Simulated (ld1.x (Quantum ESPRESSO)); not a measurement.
# Which setting gave this result? (As, RRKJ)

Base potential:

As (Z = 33), norm-conserving RRKJ (Kleinman–Bylander form), made with ld1.x (Quantum ESPRESSO) 7.5 (PBEsol, scalar-relativistic). Core [Ar] 3d10, reference 4s2 4p3. Waves: 4s (bound): rc 1.80 bohr; 4p (bound): rc 1.80 bohr; 4d channel at -0.15 Ry: rc 1.90 bohr. Local part: all-electron potential smoothed inside 1.50 bohr (lloc = -2). Core correction: none. rho0 = 0.005.

Cutoffs, loose and tight: the cutoffs (Ry, on a coarse ladder) from which the occupation-weighted sum of valence levels, in a spherical-Bessel basis at the reference potential, stays within 10 and 1 mRy of its value at 400 Ry. They do not see the model core or the augmentation charge, which bear on the density cutoff. Test errors are all-electron minus pseudo excitation energies from the reference, over the configurations 4s2 4p2; 4s2 4p1; 4s2 4p0; 4s1 4p0; 4s2 4p2.5; 4s1 4p3; 4s2 4p3.3; variants that change the core or the reference have their own tests.

Only the scale of all radii (base = 1) is moved (1 further runs of the sweep failed or gave no value and are left out):

| scale of all radii (base = 1) | cutoff, loose | cutoff, tight | bound ghosts | largest test error (meV) |
| --- | --- | --- | --- | --- |
| 0.85 | 40 Ry | 60 Ry | d | +57 |
| 0.98 | 40 Ry | 55 Ry | none | +81 |
| 1.06 | 30 Ry | 45 Ry | none | +95 |
| 1.18 | 21 Ry | 35 Ry | none | +91 |
| 1.36 | 18 Ry | 21 Ry | none | -56 |

Task: One more run gave cutoff, loose: 21 Ry; cutoff, tight: 30 Ry; bound ghosts: none; largest test error (meV): +73. Which value of the scale of all radii (base = 1) was used?

Result: 1.25. The tight cutoff moves one way along this sweep, from 60 Ry at 0.85 to 21 Ry at 1.36, which places the run between 1.18 and 1.36.
